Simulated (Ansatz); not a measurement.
Stepwise reaction of `[CH3][Ge]([CH3])([CH3])[Cl]` with hydrogen fluoride, as a gas-phase model of exchange steps in deposition or etching. ΔE in kJ/mol.

Isolated molecules relaxed with PBE0-D4/def2-TZVP in Ansatz; ΔE leaves out vibrations. CBS: MP2 limit from def2 TZ/QZ plus the TZ coupled-cluster correction, frozen cores. This one scheme is used for every species. DFT in def2-TZVPP. B3LYP here is the variant with VWN-RPA as its local correlation; programs differ in this. For Ge outer-core shells are correlated without core-valence functions, which leaves a few kJ/mol of doubt a bond. Scalar relativity is left out up to krypton.

```tsv
step	reaction	PBE-D4	B3LYP-D4	ωB97M-V	CCSD(T)/CBS
1	`[CH3][Ge]([CH3])([CH3])[Cl]` + H–F → `[CH3][Ge]([CH3])([F])[Cl]` + CH₄	-87.5	-95.0	-91.4	-81.9
2	`[CH3][Ge]([CH3])([F])[Cl]` + H–F → `[CH3][Ge]([F])([F])[Cl]` + CH₄	-72.5	-79.4	-76.7	-67.3
```

**Question.** Give the row of step 3, `[CH3][Ge]([F])([F])[Cl]` + H–F → `[F][Ge]([F])([F])[Cl]` + CH₄. (An estimate is asked.)

**Answer.** Computed: 
| step | reaction | PBE-D4 | B3LYP-D4 | ωB97M-V | CCSD(T)/CBS |
| --- | --- | --- | --- | --- | --- |
| 3 | `[CH3][Ge]([F])([F])[Cl]` + H–F → `[F][Ge]([F])([F])[Cl]` + CH₄ | -40.6 | -46.8 | -46.2 | -36.7 |

**Question.** By hand: ΔE of the 3 steps together at CCSD(T)/CBS.

**Answer.** (-81.9) + (-67.3) + (-36.7) = -185.9 kJ/mol, or -62.0 kJ/mol a step.

In ΔE each step is higher than the one before. All are downhill at CCSD(T)/CBS. PBE-D4 differs from CCSD(T)/CBS by -5.6 to -3.9 kJ/mol a step. Isolated molecules leave out the surface, adducts and barriers. Largest T1 diagnostic: 0.012.
